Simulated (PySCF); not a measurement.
## NMR data sheet: C₇H₁₂Si

| Item | Value |
| --- | --- |
| Formula | C7H12Si |
| SMILES | CCCC1=C[SiH2]C=C1 |
| Point group of the computed structure | C1 |
| Degrees of unsaturation | 3 |
| Carbon signals | 7 |
| Proton signals | 7 |

Atom-mapped SMILES (the numbers label the heavy atoms): `[CH3:1][CH2:2][CH2:3][C:4]1=[CH:5][SiH2:6][CH:7]=[CH:8]1` (H(Xn): hydrogen on atom n).

All values are calculated (PySCF 2.14): geometry from PBE0-D3(BJ)/def2-SVP, NMR shieldings at B3LYP/pcSseg-1/GIAO. No relativistic terms, fast rotation and ring inversion assumed for equivalent nuclei, no solvent, single conformer.

δ = σ(ref) − σ, references computed at the same level: TMS for 1H and 13C and 29Si.

| carbon | δC, type | δH (multiplicity) | HMBC from (2–3 bonds) | span of the C tensor (ppm) |
| --- | --- | --- | --- | --- |
| C1 | 17.4, CH3 | 1.07 (t) | H(C3), H(C2) | 30 |
| C2 | 28.6, CH2 | 1.35 (m) | H(C3), H(C1) | 26 |
| C3 | 44.5, CH2 | 2.17 (t) | H(C8), H(C5), H(C2), H(C1) | 42 |
| C4 | 174.9, C | – | H(C8), H(C7), H(C5), H(Si6), H(C3), H(C2) | 251 |
| C5 | 123.7, CH | 5.61 (t) | H(C8), H(C7), H(Si6), H(C3) | 199 |
| C7 | 135.1, CH | 6.20 (m) | H(C8), H(C5), H(Si6) | 234 |
| C8 | 160.8, CH | 7.02 (d) | H(C7), H(C5), H(Si6), H(C3) | 228 |

Other nuclei:
```tsv
atoms	nucleus	environment	δ (ppm)	σ (ppm)
H(Si6)	1H	hydrogen on a silicon bonded to 2 C, in a 5-membered ring	4.56	26.82
Si6	29Si	silicon bonded to 2 C, 2 H, in a 5-membered ring	-41.6	379.5
```

- Carbon types of the structure: 1 × C, 3 × CH, 2 × CH2, 1 × CH3, leaving 2 H on heteroatoms.
- δC 174.9: fully substituted alkene carbon.
- δC 160.8, 135.1, 123.7: alkene CH; the olefinic region.
- δC 28.6: sp3 CH2; a saturated carbon with 2 carbon neighbours and no heteroatom attached.
- δH 2.17: hydrogen on an allylic sp3 CH2; allylic position.
- δH 1.07: hydrogen on a methyl carbon; far from electronegative atoms and π systems.

Shifts are as computed. Against solution values, carbons near 30 ppm lie about +2 ppm off and those near 130 ppm about +6 ppm. Of 1211 compounds with measured shifts, 218 miss one by over three times the rms of a fit or turn the order of signals round; such compounds aren't used in these exercises. No couplings were computed; multiplicities are counted from neighbouring protons, with m where these are inequivalent, close in shift, in a saturated or five-membered ring or joined by F or P, and br s for small geminal =CH2 splittings.
